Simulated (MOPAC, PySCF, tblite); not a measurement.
Potential energy surface of C₂H₆Be, singlet: bend at the central Be, local threefold symmetry of each CH3 group. Scanned: C-Be-C angle. Other coordinates (Be-C length, H-C-Be angle, C-H length) were minimised at B3LYP/def2-TZVP.

Computed with: PM6, restricted, heats of formation (MOPAC); GFN2-xTB, 300 K electronic temperature (tblite); RKS-B3LYP/6-31G* = restricted B3LYP/6-31G*, spherical d in PySCF 2.14.0; M06-2X/def2-TZVP, density fitting (PySCF).

Energies relative to the lowest point of each profile, in kJ/mol; the last columns give the difference from M06-2X:

| a / ° | PM6 | GFN2-xTB | RKS-B3LYP/6-31G* | M06-2X | PM6 − M06-2X | GFN2-xTB − M06-2X | RKS-B3LYP/6-31G* − M06-2X |
|---|---|---|---|---|---|---|---|
| 180 | 0.0 | 0.0 | 0.0 | 0.0 | 0.0 | 0.0 | 0.0 |
| 172.50 | 1.2 | 0.6 | 1.4 | 1.3 | -0.2 | -0.7 | 0.0 |
| 165 | 4.5 | 2.4 | 5.5 | 5.4 | -0.9 | -3.0 | 0.1 |
| 157.50 | 10.2 | 5.5 | 12.5 | 12.2 | -1.9 | -6.7 | 0.3 |
| 150 | 18.2 | 9.9 | 22.3 | 21.8 | -3.5 | -11.9 | 0.6 |
| 142.50 | 28.8 | 15.9 | 35.3 | 34.3 | -5.5 | -18.5 | 1.0 |
| 135 | 41.9 | 23.5 | 51.5 | 50.0 | -8.1 | -26.5 | 1.4 |
| 127.50 | 58.1 | 33.4 | 71.3 | 69.1 | -11.1 | -35.7 | 2.1 |
| 120 | 77.7 | 45.9 | 95.1 | 92.1 | -14.4 | -46.2 | 3.0 |
| 112.50 | 101.4 | 61.7 | 123.6 | 119.5 | -18.2 | -57.8 | 4.1 |
| 105 | 130.3 | 81.9 | 157.9 | 152.6 | -22.3 | -70.7 | 5.3 |
| 97.50 | 166.7 | 107.6 | 199.7 | 193.1 | -26.4 | -85.5 | 6.6 |
| 90 | 214.3 | 141.3 | 251.5 | 243.9 | -29.6 | -102.5 | 7.7 |

PM6 is furthest from M06-2X at 90 (-29.6 kJ/mol, below); its mean absolute difference over the points is 10.9 kJ/mol.

GFN2-xTB is furthest from M06-2X at 90 (-102.5 kJ/mol, below); its mean absolute difference over the points is 35.8 kJ/mol.

RKS-B3LYP/6-31G* is furthest from M06-2X at 90 (7.7 kJ/mol, above); its mean absolute difference over the points is 2.5 kJ/mol.
